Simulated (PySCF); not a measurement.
Job file and geometry (Å, from PBE0-D3(BJ)/def2-SVP) of an NMR shielding run on `CCN[Si](C)(C)NCC`, C6H18N2Si, GIAO wB97X-D/pcSseg-1 NMR shielding, non-relativistic, gas phase (PySCF); density fitting, a coarse starting grid and PySCF grid level 2 are the driver's defaults:

```
$ OMP_NUM_THREADS=1 python probes_run.py task.json out

{"job": {"kind": "nmr", "xc": "wB97X-D", "basis": "pcSseg-1", "pop": false}, "charge": 0, "multiplicity": 1}
Si     0.420740     0.389273     0.555158
C      0.262656     0.571509     2.420785
H     -0.782619     0.749426     2.720684
H      0.870267     1.410436     2.797659
H      0.603453    -0.343578     2.929928
C      2.217861     0.070486     0.109641
H      2.602970    -0.855850     0.564975
H      2.839073     0.905239     0.469843
H      2.357657    -0.004882    -0.980249
N     -0.195426     1.868230    -0.098994
C     -0.391925     2.145179    -1.501341
C     -1.851934     2.126806    -1.931958
H     -0.512699     2.598549     0.526697
H      0.062048     3.116660    -1.776660
H      0.158738     1.386707    -2.083139
H     -2.285930     1.131603    -1.750796
H     -1.962438     2.364552    -3.002236
H     -2.441616     2.862262    -1.360702
N     -0.491998    -0.920067    -0.142132
C     -0.035069    -2.263235    -0.413519
C     -0.106089    -3.215804     0.774208
H     -1.500312    -0.857117    -0.038161
H     -0.613120    -2.687828    -1.254739
H      1.005365    -2.213241    -0.774731
H      0.524372    -2.857108     1.603659
H      0.230989    -4.229115     0.502183
H     -1.137592    -3.294705     1.154375
```

Q: Write the output of this run.

A: 
```
coarse grid: 21424 points
cycle   1  E = -638.2521147246  dE =  8.294e-01  |g| = 5.386e-01  |ddm| = 4.344e+00
cycle   2  E = -638.2789350433  dE = -2.682e-02  |g| = 4.639e-01  |ddm| = 7.990e-01
cycle   3  E = -638.3229856423  dE = -4.405e-02  |g| = 5.332e-02  |ddm| = 3.660e-01
cycle   4  E = -638.3235181471  dE = -5.325e-04  |g| = 2.819e-02  |ddm| = 7.075e-02
cycle   5  E = -638.3237060968  dE = -1.879e-04  |g| = 2.605e-03  |ddm| = 2.369e-02
cycle   6  E = -638.3237082430  dE = -2.146e-06  |g| = 6.639e-04  |ddm| = 5.525e-03
final grid: 197856 points
cycle   7  E = -638.3812188447  dE = -3.180e-04  |g| = 7.388e-03  |ddm| = 4.849e-02
cycle   8  E = -638.3812243027  dE = -5.458e-06  |g| = 6.668e-03  |ddm| = 1.305e-02
cycle   9  E = -638.3812327008  dE = -8.398e-06  |g| = 7.844e-04  |ddm| = 4.772e-03
cycle  10  E = -638.3812328806  dE = -1.798e-07  |g| = 3.996e-04  |ddm| = 1.634e-03
cycle  11  E = -638.3812329227  dE = -4.207e-08  |g| = 6.439e-05  |ddm| = 4.963e-04
cycle  12  E = -638.3812329248  dE = -2.112e-09  |g| = 1.741e-05  |ddm| = 1.795e-04
cycle  13  E = -638.3812329250  dE = -1.883e-10  |g| = 5.109e-06  |ddm| = 6.059e-05
converged SCF energy = -638.3812329250

GIAO shielding tensors (ppm)
atom      isotropic    diamagn.    paramagn.     s11        s22        s33       span
  0 Si     359.927     884.549    -524.622    333.858    358.206    387.717     53.859
  1 C      182.136     258.597     -76.461    173.997    180.842    191.569     17.572
  2 H       31.431      33.615      -2.184     27.798     29.096     37.399      9.601
  3 H       31.373      31.772      -0.398     27.237     28.873     38.010     10.773
  4 H       31.496      32.826      -1.330     27.350     29.729     37.410     10.059
  5 C      187.285     258.712     -71.427    183.244    187.105    191.505      8.261
  6 H       31.324      33.218      -1.894     26.875     29.885     37.213     10.338
  7 H       31.571      31.719      -0.148     27.676     28.540     38.498     10.822
  8 H       31.075      33.970      -2.895     27.363     28.941     36.921      9.558
  9 N      217.229     328.520    -111.291    188.474    213.555    249.658     61.184
 10 C      146.846     241.830     -94.983    122.708    148.167    169.664     46.957
 11 C      160.425     247.040     -86.615    140.930    156.168    184.176     43.246
 12 H       31.380      36.190      -4.810     22.961     31.418     39.760     16.798
 13 H       28.733      28.819      -0.087     22.369     28.212     35.616     13.247
 14 H       28.726      32.600      -3.874     23.695     30.382     32.100      8.405
 15 H       30.284      32.058      -1.773     25.720     31.075     34.057      8.337
 16 H       30.475      27.612       2.863     26.339     27.026     38.059     11.719
 17 H       30.483      29.221       1.262     27.083     28.464     35.901      8.818
 18 N      212.406     329.824    -117.417    180.352    225.157    231.709     51.357
 19 C      145.408     241.697     -96.289    121.911    143.776    170.538     48.626
 20 C      160.277     247.656     -87.379    141.112    155.940    183.778     42.666
 21 H       31.422      38.163      -6.741     23.431     31.312     39.522     16.091
 22 H       28.625      30.272      -1.648     22.267     28.445     35.162     12.895
 23 H       28.871      32.701      -3.829     23.931     30.279     32.404      8.474
 24 H       30.430      31.199      -0.768     26.485     30.746     34.060      7.575
 25 H       30.480      27.133       3.347     26.285     27.042     38.113     11.828
 26 H       30.431      29.690       0.741     27.146     28.588     35.560      8.414
```

Size and cost of the density-fitted run: 250 basis functions, 2.6 min wall time on 1 thread of an AMD EPYC, shared host; peak memory 1.4 GiB.
